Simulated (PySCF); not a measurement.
Computed with ωB97X-D3(BJ)/def2-TZVP // B3LYP-D3(BJ)/def2-TZVP in PySCF. All species are isolated molecules in the gas phase. One relaxed conformer stands for a flexible species; it need not be the lowest. Excitations are Tamm–Dancoff values on a coarser integration grid. The basis has no diffuse functions, so Rydberg states are missing or too high.

Reference species (SMILES): `OC[SiH2]O` (neutral, multiplicity 1).

```json
{
  "brightest of the four lowest singlets (TDA)": "8.16 eV",
  "HOMO–LUMO gap": "11.93 eV"
}
```

Changed species: `OC(O)[SiH3]` (H–O–C–Si torsion 176°, Si–C–O–H torsion 58°).

Question: Give the shifts of the brightest of the four lowest singlets (TDA) and HOMO–LUMO gap.

Answer: the brightest of the four lowest singlets (TDA) goes up by 0.15 eV, to 8.31 eV; the HOMO–LUMO gap rises by 0.85 eV, to 12.78 eV.
